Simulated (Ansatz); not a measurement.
`C=CB(F)CC` and `CCB(C)F` differ in one atom or group.

Ansatz, PBE0-D4/def2-TZVP geometries, multiplicity 1. Each molecule was computed in one conformer, which needn't be the lowest.

```
                                          property  `C=CB(F)CC`
size of the dipole moment (ωB97M-V/def2-TZVPP) / D         1.16
             HOMO energy (ωB97M-V/def2-TZVPP) / eV       -10.51
    size of the dipole moment (PBE/def2-TZVPP) / D         1.12
                LUMO energy (PBE0/def2-TZVPP) / eV        -1.45
             HOMO–LUMO gap (B3LYP/def2-TZVPP) / eV         6.35
               HOMO energy (B3LYP/def2-TZVPP) / eV        -8.02
```

(1) What does the change do to each property? (Best estimate.)

## Answers

(1) Computed: 
```
                                          property  `CCB(C)F`  shift
size of the dipole moment (ωB97M-V/def2-TZVPP) / D       1.29   0.13
             HOMO energy (ωB97M-V/def2-TZVPP) / eV     -10.69  -0.18
    size of the dipole moment (PBE/def2-TZVPP) / D       1.23   0.11
                LUMO energy (PBE0/def2-TZVPP) / eV       0.11   1.56
             HOMO–LUMO gap (B3LYP/def2-TZVPP) / eV       8.03   1.68
               HOMO energy (B3LYP/def2-TZVPP) / eV      -8.18  -0.16
```

With PBE0 the HOMO falls by 0.11 eV and the LUMO rises by 1.56 eV, so the gap widens by about 1.67 eV. PBE moves the HOMO by 0.01 eV and ωB97M-V by -0.18 eV. Dipoles are sizes alone; their direction can turn.

B3LYP here is the variant with VWN-RPA as its local correlation; programs differ in this.
